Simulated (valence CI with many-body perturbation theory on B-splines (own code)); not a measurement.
**Questions on Nd37+**

Computed by configuration interaction combined with many-body perturbation theory (CI+MBPT): five valence electrons over a frozen Dirac-Fock core [Ar], radial functions for each j: 7 s, 7 p, 8 d, 6 f, 4 g, 1 h, with the one-electron correlation potential Σ1 (screened to all orders), the two-electron term Σ2, the three-electron term Σ3, Breit, model QED; selected single and double excitations, second order for the rest, scaled by the run's own slope (own B-spline code, finite nucleus).

The last digits are not significant, and no measured levels were compared; by estimate large intervals hold to a few tenths of a per cent, small ones and those within an open d or f shell to about a per cent. Only levels of the ground parity were solved; by the run's estimate the other parity begins above the list, which can be wrong where configurations are misplaced.

Levels are named by their leading jj configuration (3d3/2^4 stands for four electrons in 3d with j = 3/2), which in mixed levels can hold well under half, so a name can repeat and another be missing.

Rates and lifetimes use the calculated energies. Strong lines usually hold to 10 to 20 %, long lifetimes can be off by a factor of two.

Q: What is the ground level?

A: (3d3/2^4 3d5/2) J=5/2, composition 31 % 3d5 4P + 28 % 3d5 6S + 17 % 3d5 2D, g = 1.495.

Q: What is the ionisation energy?

A: 2626.7 eV; NIST lists 2627 ± 4 eV (theoretical).

Q: How well does LS coupling describe the low levels?

A: Among the lowest 20 levels the leading LS term, summed over configurations, holds 49 % on average. For single configurations the figures are 49 % in LS and 89 % in jj coupling. Terms mix most in the J = 5/2 level at 0.00 eV, where the leading one holds 31 %.
